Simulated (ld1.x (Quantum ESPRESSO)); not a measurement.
## niobium: one change to a TM potential, before and after

ld1.x (Quantum ESPRESSO) 7.5 input, shortened:

```
&input
   title='Nb', zed=41., rel=1, dft='PBESOL', iswitch=3,
   config='[Kr] 4d3 5s2 5p0'
 /
 &inputp
   pseudotype=2, tm=.true., lloc=-1, rcloc=1.60,
   nlcc=.false.
 /
3
5S  1  0   2.00   0.00  2.25  2.25  0.0
4P  2  1   6.00   0.00  1.70  1.70  0.0
4D  3  2   3.00   0.00  2.70  2.70  0.0
 &test
   configts(1)='4p6 4d3 5s2 5p0'
 /
```

All-electron outer shells of the reference configuration (PBEsol, scalar-relativistic, ld1.x):

```
shell  level (eV)  outermost node (bohr)  outermost maximum (bohr)
   3d     -198.91                      –                      0.33
   4s      -60.78                   0.53                      1.02
   4p      -36.78                   0.54                      1.12
   5s       -4.71                   1.40                      2.96
   4d       -4.65                   0.55                      1.47
   5p       -1.44                   1.60                      3.90
```

Change: wave 4d (bound): rc 2.70 bohr becomes 4d (bound): rc 2.62 bohr.

Cutoffs: the cutoffs (Ry, on a coarse ladder) from which the occupation-weighted sum of valence levels, in a spherical-Bessel basis at the reference potential, stays within 10 and 1 mRy of its value at 400 Ry; they do not see the model core or the augmentation charge, which bear on the density cutoff. Errors are all-electron minus pseudo energies relative to the spin-unpolarised reference configuration.

Q: How do hardness, ghosts and transferability respond?

A: The potential gets neither clearly harder nor softer (40 Ry and 60 Ry → 40 Ry and 60 Ry); both files keep a bound ghost (s); of the 7 tests that both files solve, the error grows in 5 and shrinks in 0 by more than 15 % and 0.3 meV (median size 7.8 → 8.1 meV). That the errors move this way runs against the usual rule that smaller radii transfer better.

| quantity | base | changed |
| --- | --- | --- |
| cutoff, loose | 40 Ry | 40 Ry |
| cutoff, tight | 60 Ry | 60 Ry |
| loose cutoff by channel (10 mRy a level) | s 12 Ry, p 21 Ry, d 21 Ry | s 12 Ry, p 21 Ry, d 25 Ry |
| bound ghosts | s | s |
| error for 4p6 4d4 5s1 5p0, meV [ΔE 0.53 eV] | -4.9 | -6.4 |
| error for 4p6 4d4 5s0 5p0, meV [ΔE 7.19 eV] | -17 | -21 |
| error for 4p6 4d3 5s0 5p0, meV [ΔE 21.21 eV] | -7.8 | -8.1 |
| error for 4p6 4d4 5s0 5p1, meV [ΔE 3.53 eV] | -5.2 | -7.6 |
| error for 4p6 4d3 5s1 5p0, meV [ΔE 7.57 eV] | -1.3 | -1.4 |
| error for 4p6 4d4.5 5s0.5 5p0, meV [ΔE 1.10 eV] | -11 | -14 |
| error for 4p6 4d5 5s0 5p0, meV [ΔE 1.82 eV] | -21 | -25 |

 A true bound ghost makes a file unfit for plane-wave use even where its test errors are small: the radial tests pick states by their node count and pass the ghost by.
